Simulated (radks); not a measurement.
W24+, configuration [Kr] 4d10 4f4.

Method: scalar-relativistic Kohn-Sham, SCAN, spin-polarised, spherical densities, finite nucleus; open shells are filled with parallel spins first (spin-orbit coupling, left out, can overturn this in heavy ions); meta-GGA in the generalised Kohn-Sham scheme; Fermi nuclear charge, rms radius 5.3658 fm; computed with a radial shooting solver on a logarithmic mesh with Libxc functionals.

Energy parts (hartree):
total: -15895.3449
kinetic: 17535.0600
electron-nucleus: -37899.9389
Hartree: 4764.8294
exchange-correlation: -295.2953

Orbitals (lengths in bohr, moments of r in powers of bohr; <r^-3> diverges for s and p1/2; r(max) is where P^2 peaks):
| orbital | occ. | eigenvalue (hartree) | <r^-3> | <1/r> | r(max) | <r> |
|---|---|---|---|---|---|---|
| 1s down | 1 | -2583.389 | - | 87.05 | 0.01146 | 0.01835 |
| 1s up | 1 | -2583.389 | - | 87.05 | 0.01146 | 0.01835 |
| 2s up | 1 | -469.3684 | - | 20.37 | 0.06562 | 0.07755 |
| 2s down | 1 | -469.3593 | - | 20.37 | 0.06562 | 0.07755 |
| 2p up | 3 | -413.7666 | 19750 | 18.45 | 0.05389 | 0.06945 |
| 2p down | 3 | -413.7599 | 19750 | 18.45 | 0.05389 | 0.06945 |
| 3s up | 1 | -129.6578 | - | 7.562 | 0.1850 | 0.2006 |
| 3s down | 1 | -129.4818 | - | 7.573 | 0.1849 | 0.2003 |
| 3p up | 3 | -113.0779 | 4424 | 6.977 | 0.1832 | 0.2008 |
| 3p down | 3 | -112.8939 | 4439 | 6.987 | 0.1830 | 0.2006 |
| 3d up | 5 | -93.99497 | 565.7 | 6.579 | 0.1496 | 0.1821 |
| 3d down | 5 | -93.84643 | 567.5 | 6.588 | 0.1495 | 0.1818 |
| 4s up | 1 | -46.92197 | - | 3.349 | 0.4130 | 0.4323 |
| 4s down | 1 | -46.62275 | - | 3.339 | 0.4131 | 0.4331 |
| 4p up | 3 | -41.17642 | 1161 | 3.091 | 0.4297 | 0.4521 |
| 4p down | 3 | -40.88710 | 1152 | 3.082 | 0.4300 | 0.4530 |
| 4d up | 5 | -33.95187 | 137.4 | 2.839 | 0.4329 | 0.4651 |
| 4d down | 5 | -33.65493 | 136.1 | 2.828 | 0.4333 | 0.4663 |
| 4f up | 4 | -26.09596 | 29.80 | 2.562 | 0.3815 | 0.4580 |

The highest occupied level is 4f up at -710.11 eV. The electron density at the nucleus is 1.515e+06 e/bohr^3 (large components only). The spin density at the nucleus is -25.79 e/bohr^3 (1s 0.01, 2s -5.43, 3s -56.49, 4s 36.12). Spin moment in Bohr magnetons: 4. Summed over all electrons, <r^2> = 6.071 bohr^2, which gives a Langevin (diamagnetic) susceptibility term of -4.81 x 10^-6 cm^3/mol. The density falls to 0.001 e/bohr^3 at r = 1.35 bohr. For comparison, the ionisation energy in NIST's Atomic Spectra Database is 734 eV (semi-empirical). In exact Kohn-Sham theory the highest level is minus the ionisation energy, but local and semilocal functionals leave it too shallow, through self-interaction and a potential that decays too fast; potentials with the right tail come closer.

Empty levels of this run are not shown, since the potential may be unsettled where no density lies.
